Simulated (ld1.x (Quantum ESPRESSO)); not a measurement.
## Logarithmic derivatives: N, PAW

```json
{
 "Element": "nitrogen",
 "Generator": "ld1.x (Quantum ESPRESSO) 7.5",
 "Type": "PAW",
 "Functional": "LDA (PZ)",
 "Relativity": "scalar-relativistic",
 "Frozen core": "[He]",
 "Valence charge": "5",
 "Reference configuration": "2s2 2p3",
 "Partial waves": "2s (bound): rcut 1.00, rcutus 1.15 bohr; 2s channel at 1.75 Ry: rcut 1.00, rcutus 1.15 bohr; 2p (bound): rcut 1.40, rcutus 1.90 bohr; 2p channel at -0.15 Ry: rcut 1.40, rcutus 1.90 bohr",
 "Local potential": "all-electron potential smoothed inside 0.95 bohr (lloc = -2)",
 "Core correction": "Bessel-smoothed model core inside 0.70 bohr",
 "Augmentation charge": "PSQ, inside the norm-conserving radii"
}
```

The phase is arctan(r·u′/u) with u = r·R(r), unwrapped; energies in Ry, scanned from -3 to 5 Ry. A pole is an energy at which the radial function vanishes at the test radius. The pseudo phase is shifted by a multiple of π to meet the all-electron one at the reference energy, and phase errors are pseudo minus all-electron; the curves can meet again beyond the range given. Levels narrower than the energy grid can be missing from the lists of poles.

Question: For each channel, where are the poles, and over which energies does the pseudopotential scatter like the atom?

Answer:

| channel | radius (bohr) | reference energy (Ry) | poles, all-electron | poles, pseudo | unbroken range about the reference energy with phases within 0.05 rad | phase error 1 Ry above the reference energy (rad) |
| --- | --- | --- | --- | --- | --- | --- |
| s | 2.06 | -1.35 | -0.70 | -0.70 | the whole range | +0.000 |
| p | 2.06 | -0.53 | 0.15 | 0.15 | the whole range | -0.000 |

Phases in the s channel:

```
E (Ry)  all-electron  pseudo
 -3.00         1.184   1.184
 -2.76         1.140   1.140
 -2.52         1.077   1.077
 -2.28         0.974   0.974
 -2.04         0.781   0.781
 -1.80         0.340   0.340
 -1.56        -0.517  -0.517
 -1.32        -1.127  -1.127
 -1.08        -1.387  -1.387
 -0.84        -1.519  -1.519
 -0.60        -1.599  -1.599
 -0.36        -1.656  -1.656
 -0.12        -1.701  -1.701
  0.12        -1.739  -1.739
  0.36        -1.774  -1.774
  0.60        -1.809  -1.809
  0.84        -1.845  -1.845
  1.08        -1.883  -1.883
  1.32        -1.927  -1.927
  1.56        -1.979  -1.979
  1.80        -2.042  -2.042
  2.04        -2.122  -2.122
  2.28        -2.228  -2.228
  2.52        -2.375  -2.375
  2.76        -2.581  -2.581
  3.00        -2.865  -2.865
  3.24        -3.214  -3.214
  3.48        -3.561  -3.561
  3.72        -3.840  -3.840
  3.96        -4.041  -4.042
  4.20        -4.183  -4.184
  4.44        -4.286  -4.286
  4.68        -4.362  -4.362
  4.92        -4.421  -4.421
```
